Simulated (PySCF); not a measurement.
C3H8ClNSi, SMILES Cl[Si@@H](/C=N/C)C.

Geometry optimised at PBE0-D3(BJ)/def2-SVP. The structure was generated by enumeration; whether it is a known compound was not checked. Other conformers were not sampled.

Method: TDA-PBE/def2-SVPD in PySCF 2.14.0.

Vertical excitations. Isolated molecule, no solvent.

Q: Estimate the UV-visible absorptions. (An estimate is asked for; the answer gives what the named calculation found.)

A: 
```csv
state,energy (eV),λ (nm),f,main pairs
S1,4.17,297,0.004,HOMO→LUMO 99 %
S2,5.25,236,0.012,HOMO−1→LUMO 90 %
S3,5.48,226,0.006,HOMO−2→LUMO 94 %
S4,5.71,217,0.002,HOMO→LUMO+1 96 %
S5,6.08,204,0.029,HOMO→LUMO+2 96 %
S6,6.32,196,0.049,HOMO→LUMO+3 98 %
S7,6.49,191,0.024,"HOMO−4→LUMO 74 %, HOMO−5→LUMO 14 %"
S8,6.53,190,0.010,HOMO→LUMO+4 96 %
S9,6.68,186,0.098,"HOMO−5→LUMO 54 %, HOMO−4→LUMO 21 %, HOMO−3→LUMO 14 %"
S10,6.92,179,0.128,"HOMO−6→LUMO 33 %, HOMO→LUMO+5 25 %, HOMO−3→LUMO 16 %, HOMO−5→LUMO 16 %"
T1,3.34,371,0,HOMO→LUMO 100 %
T2,4.61,269,0,"HOMO−3→LUMO 52 %, HOMO−1→LUMO 39 %"
T3,5.19,239,0,"HOMO−1→LUMO 53 %, HOMO−2→LUMO 26 %, HOMO−3→LUMO 20 %"
T4,5.27,235,0,"HOMO−2→LUMO 67 %, HOMO−3→LUMO 23 %"
```
Triplets are in the Tamm–Dancoff approximation.
